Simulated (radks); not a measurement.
All-electron atom: Hf XIV in [Kr] 4d10 4f11 5s2.

Method: Dirac Kohn-Sham, relativistic LDA (MacDonald-Vosko exchange, VWN5 correlation), spin-unpolarised, spherical densities, finite nucleus; open shells fill j = l - 1/2 first; Fermi nuclear charge, rms radius 5.347 fm; computed with a radial shooting solver on a logarithmic mesh with Libxc functionals.

Energy parts (hartree):
total: -15002.8031
kinetic: 16719.6488
electron-nucleus: -36760.2172
Hartree: 5299.7914
exchange-correlation: -262.0261

Orbitals (lengths in bohr, moments of r in powers of bohr):
orbital  occ.  eigenvalue (hartree)      <r>       <r^4>      <r^2>  small-component weight
1s1/2       2             -2388.857  0.01907   6.735e-07  0.0004995                7.28e-02
2s1/2       2             -417.0127  0.08008   0.0001016   0.007639                1.64e-02
2p1/2       2             -399.1927  0.06634  0.00006140   0.005467                1.65e-02
2p3/2       4             -355.9312  0.07403  0.00008719   0.006670                1.50e-02
3s1/2       2             -102.6414   0.2089    0.003778    0.05000                5.38e-03
3p1/2       2             -94.65129   0.1986    0.003342    0.04593                5.33e-03
3p3/2       4             -85.36803   0.2129    0.004334    0.05257                4.90e-03
3d3/2       4             -71.71262   0.1865    0.002964    0.04088                4.79e-03
3d5/2       6             -69.67597   0.1909    0.003210    0.04271                4.67e-03
4s1/2       2             -28.29923   0.4664     0.08729     0.2457                1.79e-03
4p1/2       2             -24.99970   0.4714     0.09494     0.2530                1.70e-03
4p3/2       4             -22.82199   0.5028      0.1221     0.2873                1.54e-03
4d3/2       4             -17.34366   0.5176      0.1514     0.3095                1.37e-03
4d5/2       6             -16.93373   0.5279      0.1632     0.3217                1.32e-03
4f5/2       6             -10.02664   0.5716      0.2918     0.3913                9.98e-04
4f7/2       5              -9.94739   0.5772      0.3023     0.3988                9.82e-04
5s1/2       2             -10.72633   0.9933       1.659      1.098                5.32e-04

The highest occupied level is 4f7/2 at -270.68 eV. The electron density at the nucleus is 1.192e+06 e/bohr^3. The density falls to 0.001 e/bohr^3 at r = 2.01 bohr. Summed over all electrons, <r^2> = 12.73 bohr^2, which gives a Langevin (diamagnetic) susceptibility term of -10.1 x 10^-6 cm^3/mol. For comparison, the ionisation energy in NIST's Atomic Spectra Database is 310 eV (theoretical). In exact Kohn-Sham theory the highest level is minus the ionisation energy, but local and semilocal functionals leave it too shallow, through self-interaction and a potential that decays too fast; potentials with the right tail come closer.

Beside tabulated values, note that spin-unpolarised runs miss the spin-polarisation part of the exchange energy of open shells.
